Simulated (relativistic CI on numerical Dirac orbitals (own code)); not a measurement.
Charge states of thallium

Computed by Dirac-Coulomb-Breit CI, orbitals from a KLI potential per configuration, model QED (radiative potential, 1s self-energy scaled to tabulated hydrogen-like ionisation energies), valence Slater integrals scaled by 0.9 (own radial code, finite nucleus).

Each species is treated in one configuration, given outside its closed core. Radial values are for the open shell of highest l, unscaled and averaged over j; ζ includes the Breit term. Labels give the leading LS character, summed over repeated terms.

```tsv
Ion	Configuration	Its lowest level	LS weight (%)	F² (cm⁻¹)	F⁴ (cm⁻¹)	g_J	g√(J(J+1))	Next level	E (cm⁻¹)
Tl⁴⁸⁺	3d¹⁰4s²4p³	J = 3/2 (mixed)	48	282800		1.350	2.62	⁴S°3/2	1.1985e+06
Tl⁴⁹⁺	3d¹⁰4s²4p²	³P0	69	284000			0.00	³P1	1.2228e+06
Tl⁵⁰⁺	3d¹⁰4s²4p	²P°1/2	100			0.657	0.57	²P°3/2	1.2884e+06
Tl⁵¹⁺	3d¹⁰4s²	¹S0	100				0.00		
Tl⁵²⁺	3d¹⁰4s	²S1/2	100			1.993	1.73		
Tl⁵³⁺	3d¹⁰	¹S0	100				0.00		
Tl⁵⁴⁺	3d⁹	²D5/2	100			1.187	3.51	²D3/2	833360
Tl⁵⁵⁺	3d⁸	³F4	85	658600	425100	1.199	5.36	J = 2 (mixed)	79795
Tl⁵⁶⁺	3d⁷	⁴F9/2	55	663800	428600	1.207	6.00	J = 3/2 (mixed)	115260
Tl⁵⁷⁺	3d⁶	J = 4 (mixed)	42	669100	432200	1.218	5.45	J = 2 (mixed)	73391
Tl⁵⁸⁺	3d⁵	J = 5/2 (mixed)	27	674300	435700	1.241	3.67	J = 5/2 (mixed)	771210
Tl⁵⁹⁺	3d⁴	³P0	61	679500	439300		0.00	⁵D1	823790
Tl⁶⁰⁺	3d³	J = 3/2 (mixed)	42	684700	442800	0.738	1.43	⁴F5/2	840430
Tl⁶¹⁺	3d²	³F2	71	689800	446300	0.765	1.87	³P0	204590
Tl⁶²⁺	3d	²D3/2	100			0.784	1.52	²D5/2	953160
Tl⁶³⁺	3s²3p⁶	¹S0	100				0.00		
Tl⁶⁴⁺	3s²3p⁵	²P°3/2	100			1.317	2.55	²P°1/2	4.3695e+06
Tl⁶⁵⁺	3s²3p⁴	³P2	68	595600		1.323	3.24	¹S0	173850
Tl⁶⁶⁺	3s²3p³	J = 3/2 (mixed)	49	598000		1.330	2.58	⁴S°3/2	4.3306e+06
Tl⁶⁷⁺	3s²3p²	³P0	68	600500			0.00	³P1	4.3934e+06
Tl⁶⁸⁺	3s²3p	²P°1/2	100			0.642	0.56	²P°3/2	4.5513e+06
Tl⁶⁹⁺	3s²	¹S0	100				0.00		
Tl⁷⁰⁺	3s	²S1/2	100			1.978	1.71		
Tl⁷¹⁺	2s²2p⁶	¹S0	100				0.00
```
